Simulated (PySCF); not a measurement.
GeH₂FBr, SMILES [F][GeH2][Br]. The structure is a stationary point at TPSSh-D3(BJ)/def2-SVP.

Method: PySCF with TPSSh-D3(BJ)/def2-SVP.

Harmonic wavenumbers (cm⁻¹): 168, 317, 523, 652, 717, 801, 850, 2192, 2210. Rotational constants (GHz): 12.16, 1.878, 1.663; symmetry number 1.

Question: Work out the zero-point energy and the ideal-gas rigid-rotor harmonic-oscillator thermochemistry at 298.15 K and 1 atm.

Answer: ZPE = ½ Σ hcν = ½ × 8430 cm⁻¹ = 50.42 kJ/mol. H − E(el) = 64.54 kJ/mol. Entropy in J/(mol K): translation 173.06, rotation 111.04, vibration 22.66, total 306.76. G − E(el) = -26.91 kJ/mol. Cp = 65.37 J/(mol K).
